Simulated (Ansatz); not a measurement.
Geometry optimisation, Ansatz, UKS PBE/def2-SVP.

Input file:

```yaml
crystal:
  periodic: [false, false, false]
  atoms:
    - { symbol: Ti, position_ang: [-0.026798, -0.125549, -0.557416] }
    - { symbol: F, position_ang: [-0.088587, 0.028091, 2.45405] }
    - { symbol: O, position_ang: [1.738148, -0.073233, -0.906427] }
    - { symbol: H, position_ang: [2.445933, -0.73858, -0.935408] }
    - { symbol: O, position_ang: [-0.886992, 1.431567, -0.786119] }
    - { symbol: H, position_ang: [-1.75472, 1.857242, -0.68592] }
    - { symbol: O, position_ang: [-0.847899, -1.679969, -0.292083] }
    - { symbol: H, position_ang: [-1.434551, -2.339364, 0.111815] }
    - { symbol: F, position_ang: [-0.236734, -0.008707, 3.794608] }
magnetization:
  spin_polarized: true
  initial_magnetization: 1
basis:
  gaussian: { orbitals: def2-SVP }
hamiltonian:
  xc: pbe
relax:
  f_tol: 0.03
  max_steps: 50
output:
  orbitals: {}
```

Command:

```bash
$ ansatz run input.yaml --threads 4 --pin off --max-ram 5120MiB --backend cpu --events-out ev --progress --plain --runs-dir out
```

Task: Where does it end, and by what steps?

Result: The forces met the threshold. After 46 steps the energy has fallen by 5.695 eV; F2 moved furthest, 1.92 Å. Joined: Ti1–F2 (3.02 → 1.85 Å), Ti1–F9 (4.36 → 1.76 Å).

```tsv
step	energy less start (eV)	largest force component (eV/Å)	accepted
0	0.0000	6.547	yes
2	-1.8013	6.990	yes
4	-3.6222	5.312	yes
6	-4.0229	0.313	yes
8	-4.0696	0.349	yes
10	-4.1440	0.212	yes
12	-4.2480	0.296	yes
14	-4.4036	0.389	yes
16	-4.6375	0.654	yes
18	-4.8718	0.604	yes
20	-5.3166	0.850	yes
22	-5.5360	1.033	yes
24	-5.6105	0.235	yes
26	-5.6318	0.533	yes
28	-5.6502	0.187	yes
30	-5.6609	0.287	yes
32	-5.6662	0.196	yes
34	-5.6621	0.409	no
36	-5.6770	0.121	yes
38	-5.6030	2.280	no
40	-5.6834	0.476	yes
42	-5.6886	0.096	yes
44	-5.6932	0.187	yes
46	-5.6951	0.024	yes
```

```xyz
9
Properties=species:S:1:pos:R:3
Ti -0.294 -0.047 0.760
F 1.456 0.164 1.321
O 1.203 0.152 -0.842
H 1.656 -0.724 -0.868
O -1.138 1.345 0.010
H -1.052 1.635 -0.916
O -0.632 -1.648 -0.014
H -1.222 -2.295 0.417
F -1.069 -0.231 2.331
```

Whether the end is a true minimum wasn't checked by a vibrational analysis.

Time of the run: 2.6 min on 4 threads of Arm Neoverse V1 (shared host), peak memory 0.26 GiB.
